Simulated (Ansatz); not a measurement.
Reactions of C$_{3}$H$_{10}$Ge (`C[CH2][GeH2][CH3]`).

Gas-phase electronic energies from Ansatz, PBE0-D4/def2-TZVP geometries. CCSD(T)/CBS is the MP2 limit (def2-TZVPP, def2-QZVPP) plus CCSD(T) − MP2 in def2-TZVPP, frozen cores. This one scheme is used for every species. Functionals use def2-TZVPP. B3LYP here is the variant with VWN-RPA as its local correlation; programs differ in this. For Ga, Ge, Se outer-core shells are correlated without core-valence functions, which leaves a few kJ/mol of doubt a bond. Scalar relativity is left out up to krypton. One conformer a species, not always the lowest.

| reaction | r2SCAN-D4 (eV) | HF/CBS(def2) (eV) | B3LYP-D4 (eV) | PBE0-D4 (eV) | CCSD(T)/CBS(def2) (eV) |
| --- | --- | --- | --- | --- | --- |
| `C[CH2][GeH2][CH3]` + CH₃OH → `C[O][GeH2][CH3]` + ethane | -0.57 | -0.72 | -0.57 | -0.48 | -0.50 |
| `C[CH2][GeH2][CH3]` + `O=CO[SiH3]` → `CC(=O)O[SiH3]` + `[CH3][GeH2][CH3]` | -0.48 | -0.49 | -0.43 | -0.45 | -0.41 |
| `C[CH2][GeH2][CH3]` + `C[SeH]` → `CC[Se]C` + `[CH3][GeH3]` | 0.18 | 0.17 | 0.18 | 0.19 | 0.20 |
| `C[CH2][GeH2][CH3]` + `[BH2][GaH][SiH2]C` → `[BH2][GaH][GeH2][CH3]` + `CC[SiH2]C` | -0.34 | -0.38 | -0.36 | -0.33 | -0.32 |
| `C[CH2][GeH2][CH3]` + H₂S → `[CH3][GeH2][CH2]S` + CH₄ | -0.05 | 0.03 | -0.05 | -0.04 | -0.02 |

Largest T1 diagnostic: 0.016, for `O=CO[SiH3]`.
